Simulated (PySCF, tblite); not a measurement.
Isomers of [C6H14P]+ (charge +1). All values are computed: GFN2-xTB (tblite) harmonic vibrations without scaling, gas phase. This tight-binding method is rough: wavenumbers can miss measured ones by several per cent, in bad cases by 10 to 20. Modes of hydrogen on phosphorus can be 10 to 20 % off. One conformer each.

Electronic energies: PBE0/pcSseg-1 single points on the GFN2-xTB geometries (PySCF, gas phase).

```
                     SMILES  electronic energy, lowest = 0 (kJ/mol)
            C=C[P+](C)(C)CC                                     0.0
C[C@@H]1C[P@@H+](C)[C@@H]1C                                    38.7
          C/C=C/[PH2+]C(C)C                                    77.9
```

**Question.** How do GFN2-xTB zero-point energies change the relative energies?

**Answer.** 
```json
{"SMILES": "C=C[P+](C)(C)CC", "ZPE (kJ/mol)": "472.8", "of it from modes above 1550 cm⁻¹": "263.0", "electronic (kJ/mol)": "0.0", "with ZPE, lowest = 0 (kJ/mol)": "0.0", "lowest mode (cm⁻¹)": "54", "rings": "0"}
{"SMILES": "C[C@@H]1C[P@@H+](C)[C@@H]1C", "ZPE (kJ/mol)": "480.0", "of it from modes above 1550 cm⁻¹": "248.2", "electronic (kJ/mol)": "38.7", "with ZPE, lowest = 0 (kJ/mol)": "45.9", "lowest mode (cm⁻¹)": "88", "rings": "1"}
{"SMILES": "C/C=C/[PH2+]C(C)C", "ZPE (kJ/mol)": "471.1", "of it from modes above 1550 cm⁻¹": "255.5", "electronic (kJ/mol)": "77.9", "with ZPE, lowest = 0 (kJ/mol)": "76.3", "lowest mode (cm⁻¹)": "46", "rings": "0"}
```

The zero-point energies span 8.9 kJ/mol, from `C/C=C/[PH2+]C(C)C` to `C[C@@H]1C[P@@H+](C)[C@@H]1C`. The order is unchanged.

**Question.** And how do the electronic energies of GFN2-xTB itself compare?

**Answer.** `C=C[P+](C)(C)CC` 21.9; `C[C@@H]1C[P@@H+](C)[C@@H]1C` 0.0; `C/C=C/[PH2+]C(C)C` 47.4 kJ/mol, lowest = 0. Against the energies above, taken from the same isomer `C=C[P+](C)(C)CC`, the largest difference is 60.6 kJ/mol.

**Question.** What do entropy and thermal enthalpy add at 298.15 K and 1 bar (rigid rotor, harmonic oscillator, one conformer each)?

**Answer.** 
| SMILES | point group | symmetry number | S (J/(mol K)) | H − H(0) (kJ/mol) | ZPE + H − H(0) − TS (kJ/mol) |
| --- | --- | --- | --- | --- | --- |
| C=C[P+](C)(C)CC | C1 | 1 | 424.7 | 31.67 | 377.8 |
| C[C@@H]1C[P@@H+](C)[C@@H]1C | C1 | 1 | 386.1 | 27.13 | 392.0 |
| C/C=C/[PH2+]C(C)C | C1 | 1 | 422.5 | 30.59 | 375.7 |
